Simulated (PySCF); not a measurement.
Species: C₄H₁₀BrGa.
Numbering: `[CH3:1][C:2]([CH3:3])([CH3:4])[GaH:5][Br:6]` (hydrogens: H7, H8, H9 on C1; H10, H11, H12 on C3; H13, H14, H15 on C4; H16 on Ga5)

Cartesian coordinates in Å at the PBE0-D3(BJ)/def2-SVP level; atoms count from 1:
```
atom  x, y, z in Å
C1    -0.860    1.332    0.317
C2    -0.064    0.066    0.007
C3     0.139   -0.086   -1.502
C4    -0.778   -1.169    0.559
Ga5    1.735    0.171    0.849
Br6    3.006   -1.732    0.509
H7    -1.859    1.282   -0.155
H8    -1.020    1.469    1.399
H9    -0.365    2.240   -0.065
H10    0.732   -0.981   -1.748
H11   -0.840   -0.187   -2.007
H12    0.642    0.788   -1.948
H13   -0.961   -1.097    1.644
H14   -0.204   -2.091    0.374
H15   -1.763   -1.286    0.071
H16    2.450    1.289    1.681
```

Method used: TDDFT wB97X-D/def2-SVPD, vertical, gas phase, core orbitals frozen in the response in PySCF 2.14.0, density-fitted response routines. Relativistic effects, spin–orbit coupling among them, are left out although an element past zinc is present.

Transition dipole moments from the ground state, in atomic units and in the frame of the coordinates above (overall signs are arbitrary), for the states with f of 0.002 or more among the lowest 8:

```tsv
state	E (eV)	μx	μy	μz
S3	6.100	0.239	-0.401	-0.089
S4	6.416	0.039	0.059	-0.129
S5	6.530	0.947	0.048	0.432
S6	7.018	0.256	-0.296	-0.029
S7	7.065	0.186	0.216	-0.451
S8	7.235	0.646	-0.233	0.176
```

Q: Work out the oscillator strengths.

A: f = (2/3) ΔE |μ|² with ΔE in hartree (27.2114 eV).

```tsv
state	|μ|² (au)	|μ| (D)	f
S3	0.226	1.21	0.034
S4	0.022	0.37	0.003
S5	1.085	2.65	0.174
S6	0.154	1.00	0.026
S7	0.284	1.36	0.049
S8	0.502	1.80	0.089
```

Q: Which bond between heavy atoms lies closest to the direction of the S5 transition dipole?

A: C2–Ga5, at 1° from it; next Ga5–Br6 at 66°.

Q: What angle do the transition dipoles of S5 and S6 make?

A: |cos θ| = |μa·μb| / (|μa| |μb|) = 0.53, so θ ≈ 58° (taken between 0 and 90°, since the signs are arbitrary).

Q: What peak molar absorption coefficient would the strongest computed level give as a lone Gaussian band 0.5 eV wide at half height?

A: ε(max) = 2.175×10⁸ f / FWHM, with the width in cm⁻¹. S5: 2.175×10⁸ × 0.1736 / 4033 ≈ 9400 L mol⁻¹ cm⁻¹.

All these states lie below the vertical ionisation energy of 9.22 eV (ΔSCF).

Time: 7.0 min (with the writing of density and orbital grids). Hardware: one thread of an x86-64 server, no GPU, shared host.
